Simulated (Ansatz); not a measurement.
Four-centre ligand exchange

Start structure (AlH$_{3}$SOF$_{2}$, closed shell), relaxed at PBE0-D4/def2-TZVP:

```
atom    x (Å)    y (Å)    z (Å)
 Al1  -0.1599   0.7216  -0.3676
  O2   1.4460   0.6785  -0.9112
  F3  -1.4134   0.6430  -1.4464
  F4  -0.4519   1.5286   1.0477
  H5   0.5936  -1.3306   1.5208
  S6  -0.3362  -1.5663   0.5781
  H7   1.6739   0.6111  -1.8359
  H8  -1.3519  -1.2860   1.4146
```

The step: AlHOF₂ ([OH][Al]([F])[F]) + H₂S → AlHSF₂ ([F][Al]([F])[SH]) + H₂O (still joined by a long Al–O bond); bonds formed: O2–H5; dative contacts that become bonds: Al1–S6; bonds broken: H5–S6; bonds weakened to dative contacts: Al1–O2. Program: Ansatz 0.2.0. Basis: def2-TZVPP and def2-QZVPP. Cores are frozen in the correlated methods. Extrapolation: Hartree–Fock as exp(−7.88 √X), correlation as X^−2.97. Energies below are by CCSD(T) at an estimated basis limit (MP2 extrapolated from triple and quadruple zeta, plus CCSD(T) − MP2 in triple zeta).

(1) What are the electronic barrier and the energy of the step, from the start structure to the end structure? (Judge from chemistry; the value comes from the calculation.)

T1 diagnostic: at most 0.013.

Answers

(1) Computed: Barrier 48.5 kJ/mol; step energy -22.2 kJ/mol (downhill); reverse barrier, their difference, 70.7 kJ/mol. Barrier and step energy count from the start structure, the reverse barrier from the end structure.

The saddle point: One imaginary mode of 873i cm⁻¹.
```csv
pair,start (Å),saddle (Å),end (Å)
Al1–S6,2.48,2.37,2.20
O2–H5,3.27,1.36,0.97
Al1–O2,1.70,1.79,1.96
H5–S6,1.34,1.56,2.94
```

Zero-point energy (harmonic, PBE0-D4): ZPE is 97.3 kJ/mol at the start and 92.3 kJ/mol at the saddle, so the barrier goes from 48.5 to 43.5 kJ/mol.

Labels in which every atom is bracketed show which atoms are joined, not bond orders.

For scale, one of the runs: CCSD(T)/def2-TZVPP, 219 basis functions (an equivalent command: `ansatz run in.yaml --threads 4`). Time: 89 s of wall clock on 4 CPU threads; the host was shared. Peak host memory: 3.4 GiB.
